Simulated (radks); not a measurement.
Results of a calculation; reference values are marked as such.
Species: the caesium ion Cs3+. Configuration: [Kr] 4d10 5s2 5p4.

Level of theory: scalar-relativistic Kohn-Sham, r2SCAN, spin-polarised, spherical densities, finite nucleus; open shells are filled with parallel spins first (spin-orbit coupling, left out, can overturn this in heavy ions); meta-GGA in the generalised Kohn-Sham scheme; Fermi nuclear charge, rms radius 4.8041 fm (a radial shooting solver on a logarithmic mesh with Libxc functionals).

Energy parts (eV):
| part | energy |
|---|---|
| total | -211851.71 |
| kinetic | 223210.15 |
| electron-nucleus | -511104.46 |
| Hartree | 81258.94 |
| exchange-correlation | -5216.33 |

Orbitals (lengths in bohr, moments of r in powers of bohr):
orbital  occ.  eigenvalue (eV)      <r>
1s up       1        -35889.44  0.02611
1s down     1        -35889.27  0.02611
2s up       1        -5672.977   0.1121
2s down     1        -5672.950   0.1121
2p up       3        -5088.937  0.09822
2p down     3        -5088.827  0.09822
3s up       1        -1210.130   0.2984
3s down     1        -1210.047   0.2984
3p up       3        -1021.011   0.2966
3p down     3        -1020.895   0.2966
3d up       5        -743.7716   0.2735
3d down     5        -743.6483   0.2735
4s up       1        -255.1243   0.6949
4s down     1        -254.8581   0.6953
4p up       3        -194.2749   0.7391
4p down     3        -194.0329   0.7391
4d up       5        -105.3938   0.8353
4d down     5        -105.0547   0.8324
5s up       1         -55.7652    1.683
5s down     1         -53.3590    1.681
5p up       3         -40.8896    1.909
5p down     1         -38.4957    1.920
5d up       0         -21.1771    2.515
5d down     0         -19.3255    2.624
4f up       0         -18.0954    1.530
6s up       0         -17.4542    3.666
6s down     0         -16.8344    3.832
4f down     0         -16.8185    1.502

The highest occupied level is 5p down at -38.496 eV. Spin moment in Bohr magnetons: 2.
